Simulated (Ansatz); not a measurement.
Species: GaOBrH2, charge 0, singlet. GaOBrH2 (SMILES [OH][GaH][Br]).
B3LYP-D3(BJ)/def2-TZVP minimum from Ansatz (an electronic-structure program):
```
Ga
O 1 1.7869
H 2 0.9630 1 114.06
H 1 1.5520 2 124.95 3 0.00
Br 1 2.2904 4 122.52 2 180.00
```

Total energies in cc-pVTZ, 18 correlated electrons, 29 frozen orbitals. Open shells are spin-unrestricted; no spin-orbit coupling. Cores are frozen in correlated methods (noble-gas shells, and filled d and f shells in the p block). No relativity. Spin-orbit terms, left out, reach several kcal/mol for Br and I, and more for heavier atoms.

| method | program | energy (Eh) | minus CCSDT(Q) (mEh) |
|---|---|---|---|
| HF | Ansatz | -4571.89746 | 523.91 |
| MP2 | Ansatz | -4572.37895 | 42.42 |
| CCSD | Ansatz | -4572.40125 | 20.12 |
| CCSD(T) | Ansatz | -4572.41978 | 1.59 |
| CCSDT(Q) | Ansatz | -4572.42137 | 0.00 |

Rough core times of Ansatz's runs on a shared machine: CCSD(T) under 20 s, CCSDT(Q) 50 min.
